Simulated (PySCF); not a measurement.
CH3Si, SMILES C=[SiH], multiplicity 2.

Coordinates come from a B3LYP-D3(BJ)/def2-TZVP optimisation. The isomer is the one that the SMILES or the coordinates give; other isomers of the formula were not compared.

Method: PySCF with r2SCAN/def2-TZVPD.

Isolated molecule, no solvent.

```yaml
total_energy: -329.26226 hartree
point_group: Cs
"α spin, highest occupied and lowest empty level": -5.88 and -2.12 eV
"β spin, highest occupied and lowest empty level": -5.91 and -3.58 eV
dipole_moment: 0.54 D
quadrupole, principal values (traceless, Buckingham form, about the centre of nuclear charge): -2.84, 1.15, 1.70 D·Å
mean_static_polarisability: 48.6 bohr³ (7.20 Å³)
polarisability_principal_values: 41.6, 42.8, 61.3 bohr³
"⟨S²⟩": 0.789 (pure state 0.75)
```
